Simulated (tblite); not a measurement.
**Question.** Write Cartesian coordinates for `CN[SiH2][CH]C[SiH2]N` [radical] as optimised with GFN2-xTB. (Doublet state.)

**Answer.** 
```
atom  x, y, z in Å
C1    -2.5600   -0.4633    1.2485
N2    -1.4780   -0.4350    0.2900
Si3   -1.2018    0.9537   -0.7332
C4     0.3615    0.6821   -1.6695
C5     1.6902    0.9763   -1.1505
Si6    2.4197   -0.5825   -0.2627
N7     1.4336   -0.7929    1.1192
H8    -3.5422   -0.6004    0.7809
H9    -2.5711    0.4838    1.7839
H10   -2.4053   -1.2703    1.9682
H11   -1.3925   -1.3301   -0.1741
H12   -2.3100    1.1982   -1.6755
H13   -1.1113    2.0599    0.2280
H14    0.3289    0.2521   -2.6605
H15    1.6638    1.7673   -0.4042
H16    2.3893    1.2516   -1.9402
H17    2.4581   -1.6768   -1.2488
H18    3.7823   -0.2974    0.1968
H19    1.6011   -1.5616    1.7465
H20    0.4386   -0.6042    1.0355
```

Orientation and origin are arbitrary. Atoms count from 1 in this order. N7 (nitrogen bonded to Si and 2 H) has angles 120.1°, 118.4° and 110.9°, sum 349.3°, 0.22 Å off the plane of its three neighbours. The C–Si distances run from 1.842 Å (Si3–C4, drawn single) to 1.937 Å (C5–Si6, drawn single), a spread of 0.095 Å. Si6 (silicon bonded to C, N and 2 H) is distorted tetrahedral (angles from 104.6° to 117.7°). N2 (nitrogen bonded to C, Si and H) is pyramidal (angles 121.5°, 114.9° and 110.5°, sum 346.9°, 0.28 Å off the plane of its three neighbours).

Bonds between heavy atoms (Å): C1–N2 1.446, N2–Si3 1.747, Si3–C4 1.842, C4–C5 1.457, C5–Si6 1.937, Si6–N7 1.711.

Computed geometry: GFN2-xTB, gas phase. This method treats the open shell by occupation alone, without spin polarisation.

Point group: C1 (no symmetry element, even within 0.4 Å). Its GFN2-xTB frequencies are all real (lowest 48 cm⁻¹). Torsions: C1–N2–Si3–C4 174°, N2–Si3–C4–C5 -84°, Si3–C4–C5–Si6 91°, C4–C5–Si6–N7 -67°, C5–Si6–N7–H 179° and 37°.

The run took 1.5 s of wall time on one thread of an Arm Neoverse V2, shared host. These figures are those of the optimisation.

One conformer stands for the species.
